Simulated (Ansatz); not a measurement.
Mulliken charges of CH6SeSn, SMILES `[CH3][SnH2][SeH]` from r2SCAN/def2-TZVPP in Ansatz (PBE0-D4/def2-TZVP geometry).

```tsv
atom	x (Å)	y (Å)	z (Å)	charge (e)
C1	-0.175	1.158	-0.744	-0.465
Sn2	0.300	-0.850	-0.191	0.677
Se3	0.644	-0.977	2.322	-0.344
H4	0.629	1.820	-0.424	0.107
H5	-1.102	1.460	-0.258	0.097
H6	-0.296	1.229	-1.825	0.101
H7	-0.953	-1.924	-0.638	-0.122
H8	1.791	-1.360	-0.848	-0.119
H9	-0.751	-0.603	2.588	0.068
```

By hand: the dipole of these point charges (1 e Å = 4.8032 D).

Σ q r = (-0.154, 0.038, -0.482) e Å, of length 0.507 e Å = 2.44 D.

How does the dipole of the full density compare? (Best estimate.)

Ansatz gave: (-0.175, 0.206, -0.320) e Å, 2.01 D; the point charges give 1.21 times that, at 27° from its direction.

Point charges leave out the atoms' own dipoles, such as those of lone pairs, and Mulliken's split depends on the basis, so the two needn't agree.
